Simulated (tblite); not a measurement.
Record of a relaxation.

Species: C₆H₁₄AlFO.
SMILES with atom numbers: `[CH2:1]=[CH:2][C@@H:3]([F:4])[O+:5]([AlH3-:6])[CH2:7][CH2:8][CH3:9]` (hydrogens: H10, H11 on C1; H12 on C2; H13 on C3; H14, H15, H16 on Al6; H17, H18 on C7; H19, H20 on C8; H21, H22, H23 on C9)
Bond orders are those of one Lewis drawing.

Computed with GFN2-xTB (tblite), gas phase: L-BFGS steps from a force-field or distance-geometry start until the largest atomic force falls under 0.01 eV/Å. 4 of its 163 geometries are shown.

Step 0: E = -811.3671 eV, largest atomic force 2.894 eV/Å
```
atom  x, y, z in Å  |  force x, y, z in eV/Å
C1     -2.191    1.219    1.185   -0.505  -0.934  -0.169
C2     -1.994   -0.085    0.957   -0.016   1.214   0.194
C3     -0.644   -0.670    1.352   -2.224   0.775   0.969
F4     -0.933   -1.579    2.349    0.647  -0.464  -0.110
O5     -0.005   -1.245    0.302   -0.674  -1.146   0.029
Al6    -0.980   -1.329   -1.262   -1.119  -1.124  -2.421
C7      1.222   -0.722   -0.034    1.800   0.116   0.232
C8      1.063    0.727   -0.407    0.507   0.008  -0.845
C9      2.455    1.221   -0.758    0.189   1.767   0.846
H10    -1.371    1.753    1.632   -0.328   0.566  -0.002
H11    -3.143    1.702    0.932    0.770  -0.152   0.274
H12    -2.771   -0.703    0.529    0.217  -0.296   0.258
H13    -0.117    0.156    1.843    0.570  -0.341   0.114
H14    -1.965   -0.106   -1.446    0.304   0.162  -0.018
H15    -1.714   -2.742   -1.253    0.148   0.266   0.615
H16     0.102   -1.377   -2.444    0.123   0.178   0.418
H17     1.992   -0.864    0.760   -0.470   0.084   0.027
H18     1.610   -1.274   -0.918   -0.452   0.089   0.296
H19     0.656    1.335    0.402   -0.059  -0.050  -0.217
H20     0.396    0.779   -1.298    0.190  -0.074   0.497
H21     2.321    2.070   -1.466    0.658  -0.565   0.568
H22     3.100    0.450   -1.165   -0.144   0.150  -0.184
H23     2.906    1.585    0.219   -0.132  -0.234  -1.370
```

Step 54: E = -812.6225 eV, largest atomic force 0.080 eV/Å
```
atom  x, y, z in Å  |  force x, y, z in eV/Å
C1     -2.429    1.116    1.359   -0.018   0.031   0.008
C2     -2.136   -0.144    1.109   -0.021  -0.027   0.008
C3     -0.765   -0.697    1.326    0.005  -0.007  -0.026
F4     -0.830   -1.895    1.998    0.051   0.055   0.006
O5     -0.144   -0.941    0.102    0.011  -0.012  -0.021
Al6    -1.186   -1.490   -1.419    0.010  -0.027   0.002
C7      1.216   -0.530   -0.034    0.010  -0.018   0.002
C8      1.294    0.889   -0.587   -0.034  -0.032   0.006
C9      2.739    1.314   -0.799   -0.003  -0.016   0.015
H10    -1.698    1.795    1.766    0.021   0.060   0.015
H11    -3.400    1.524    1.156   -0.077  -0.006   0.019
H12    -2.842   -0.858    0.711   -0.040  -0.013  -0.041
H13    -0.156   -0.027    1.955    0.020  -0.030  -0.006
H14    -1.861   -0.102   -1.761    0.002   0.008   0.016
H15    -2.086   -2.600   -0.767    0.011   0.011  -0.003
H16     0.045   -1.933   -2.296    0.003   0.010   0.030
H17     1.732   -0.616    0.930   -0.018  -0.040  -0.030
H18     1.668   -1.227   -0.745   -0.015   0.010   0.015
H19     0.789    1.577    0.094    0.020   0.020   0.030
H20     0.747    0.899   -1.533   -0.004  -0.003  -0.034
H21     2.789    2.317   -1.213   -0.013  -0.011   0.013
H22     3.229    0.630   -1.487    0.039   0.010  -0.024
H23     3.279    1.299    0.145    0.040   0.027   0.002
```

Step 108: E = -812.6847 eV, largest atomic force 0.093 eV/Å
```
atom  x, y, z in Å  |  force x, y, z in eV/Å
C1     -2.874    0.892    1.576   -0.036   0.043  -0.074
C2     -2.239   -0.168    1.112    0.026  -0.033  -0.013
C3     -0.750   -0.307    1.181   -0.017   0.018   0.055
F4     -0.407   -1.267    2.120   -0.042   0.002  -0.028
O5     -0.215   -0.712   -0.033   -0.004   0.036   0.047
Al6    -1.261   -1.509   -1.423   -0.017   0.046  -0.030
C7      1.195   -0.495   -0.165   -0.030   0.037   0.007
C8      1.511    0.937   -0.587    0.000   0.005  -0.014
C9      3.013    1.113   -0.762   -0.019  -0.033  -0.009
H10    -2.360    1.737    2.007    0.044  -0.036   0.004
H11    -3.946    0.973    1.523   -0.002  -0.047   0.014
H12    -2.753   -1.022    0.689    0.044   0.002   0.008
H13    -0.281    0.621    1.548    0.001   0.000  -0.039
H14    -2.131   -0.237   -1.785    0.012  -0.010   0.049
H15    -1.971   -2.699   -0.681   -0.003  -0.009   0.022
H16    -0.034   -1.856   -2.345   -0.029  -0.005  -0.040
H17     1.691   -0.756    0.777   -0.020  -0.003  -0.028
H18     1.516   -1.189   -0.946    0.003   0.021   0.046
H19     1.133    1.646    0.154    0.052  -0.019   0.014
H20     0.998    1.144   -1.530   -0.021  -0.059   0.000
H21     3.250    2.131   -1.056   -0.011   0.017   0.011
H22     3.377    0.438   -1.531    0.038  -0.005  -0.031
H23     3.533    0.886    0.165    0.031   0.032   0.029
```

Step 162: E = -812.7099 eV, largest atomic force 0.009 eV/Å
```
atom  x, y, z in Å  |  force x, y, z in eV/Å
C1     -3.023    0.755    1.540    0.002   0.002   0.002
C2     -2.256   -0.246    1.153    0.001  -0.002  -0.005
C3     -0.762   -0.181    1.182    0.000  -0.006   0.005
F4     -0.291   -1.008    2.190   -0.005   0.002  -0.003
O5     -0.221   -0.633   -0.011   -0.003  -0.002  -0.002
Al6    -1.297   -1.354   -1.418    0.006   0.006  -0.001
C7      1.200   -0.491   -0.125    0.000   0.000   0.000
C8      1.597    0.904   -0.596    0.001  -0.002   0.001
C9      3.104    1.000   -0.799   -0.007  -0.003  -0.002
H10    -2.614    1.698    1.865   -0.002  -0.001   0.005
H11    -4.095    0.673    1.532   -0.003  -0.003   0.004
H12    -2.647   -1.206    0.842   -0.001   0.000  -0.004
H13    -0.397    0.825    1.444    0.002   0.005   0.002
H14    -2.289   -0.136   -1.568   -0.001   0.002  -0.007
H15    -1.834   -2.681   -0.759    0.001   0.000   0.003
H16    -0.134   -1.475   -2.469    0.000   0.001   0.001
H17     1.665   -0.745    0.833    0.005   0.007   0.003
H18     1.498   -1.229   -0.872    0.002  -0.002   0.001
H19     1.279    1.655    0.132    0.003  -0.002  -0.005
H20     1.074    1.101   -1.535    0.003   0.000   0.004
H21     3.376    2.000   -1.126   -0.003  -0.003  -0.002
H22     3.432    0.290   -1.554   -0.002  -0.002   0.004
H23     3.630    0.786    0.129    0.000   0.002  -0.004
```

Task: Summarise the path.

Result: The energy falls by 1.3428 eV from step 0 to step 162; nine tenths of that is first reached at step 29. It falls at every step. The largest force goes from 2.894 to 0.009 eV/Å. Among the bonds O5–Al6 changes most, from 1.845 to 1.912 Å; the atoms move by 0.757 Å rms after alignment.

The cost below is that of the whole relaxation. Hardware: one thread of an Arm Neoverse N1, no GPU, shared host with 64 logical CPUs at a one-minute load of 37. Cost: 2.5 s.
